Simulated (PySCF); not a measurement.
C5H6N3P.
Geometry (GFN2-xTB, Å), atoms numbered from 1 in this order:
```
atom  x, y, z in Å
C1    -2.0484   -0.4356    0.5895
C2    -1.2355   -0.3723   -0.7011
N3     0.0751    0.1768   -0.4489
C4     0.3830    1.4859   -0.4755
P5     2.0157    1.7961   -0.0230
C6     2.1372    0.0319    0.1768
C7     3.3034   -0.6267    0.5943
N8     4.2781   -1.1182    0.9473
N9     1.0327   -0.6374   -0.0887
H10   -3.0258   -0.8653    0.3908
H11   -2.1818    0.5594    1.0092
H12   -1.5356   -1.0563    1.3201
H13   -1.0933   -1.3775   -1.1038
H14   -1.7399    0.2493   -1.4444
H15   -0.3694    2.1978   -0.7645
```

Computed, not measured: TDDFT B3LYP/def2-SVPD, vertical, gas phase, core orbitals frozen in the response (PySCF 2.14.0, density-fitted response routines).

Ground-to-excited transition dipoles (e·a0, same axes as the geometry; the sign carries no meaning), for the states with f of 0.002 or more among the lowest 8:

```
state  E (eV)      μx      μy      μz
   S1   5.198   0.514  -0.460   0.149
   S2   5.373   0.058   0.602  -0.126
   S3   5.388   0.013  -0.374  -0.033
   S4   5.664  -0.102   0.052   0.210
   S5   6.111  -1.275   0.215  -0.385
   S7   6.339  -0.292  -0.289  -0.213
   S8   6.396   0.954   0.485   0.077
```

Problem. Work out the oscillator strengths.

Solution. f = (2/3) ΔE |μ|² with ΔE in hartree (27.2114 eV).

```
state  |μ|² (au)  |μ| (D)      f
   S1      0.498     1.79  0.063
   S2      0.382     1.57  0.050
   S3      0.141     0.96  0.019
   S4      0.057     0.61  0.008
   S5      1.820     3.43  0.273
   S7      0.215     1.18  0.033
   S8      1.151     2.73  0.180
```

Problem. What angle do the transition dipoles of S1 and S2 make?

Solution. |cos θ| = |μa·μb| / (|μa| |μb|) = 0.61, so θ ≈ 52° (taken between 0 and 90°, since the signs are arbitrary).

Problem. How is the summed strength of these states shared among x, y and z?

Solution. (2/3) Σ ΔE μα² gives 0.435 for x, 0.150 for y and 0.041 for z, 0.627 in all.

Problem. What peak molar absorption coefficient would the strongest computed level give as a lone Gaussian band 0.3 eV wide at half height?

Solution. ε(max) = 2.175×10⁸ f / FWHM, with the width in cm⁻¹. S5: 2.175×10⁸ × 0.2726 / 2420 ≈ 25000 L mol⁻¹ cm⁻¹.

One conformer stands for the species.
